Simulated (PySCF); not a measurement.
**Dipole response of K⁺ (potassium, charge +1)**

[Ar], closed-shell 1S. All numbers are calculated (PySCF 2.14, the non-relativistic Hamiltonian (point nucleus), in dyall-av2z (17s13p2d, 66 functions)). Coupled (time-dependent) response in atomic units; α is the mean over directions. A double-zeta set is small for polarisabilities.

```tsv
method	mean α (bohr³)	C₆ (like pair)	S(−4)
UHF	5.028	21.84	4.106
PBE	5.205	22.79	4.630
PBE0	5.135	22.40	4.417
BLYP	5.222	22.88	4.709
PW91	5.197	22.74	4.620
```

S(−4) is the Cauchy moment in α(ω) = α(0) + S(−4) ω² + …

α(iu) at UHF:

```
u (hartree)  α(iu) (bohr³)
          0          5.028
     0.0500          5.018
      0.100          4.987
      0.200          4.870
      0.300          4.688
      0.500          4.196
      0.750          3.499
       1.00          2.852
       1.50          1.881
       2.00          1.283
       3.00         0.6800
       5.00         0.2782
```

For an ion, C₆ is the dispersion term alone; charge-induced terms of lower order in 1/R come first.
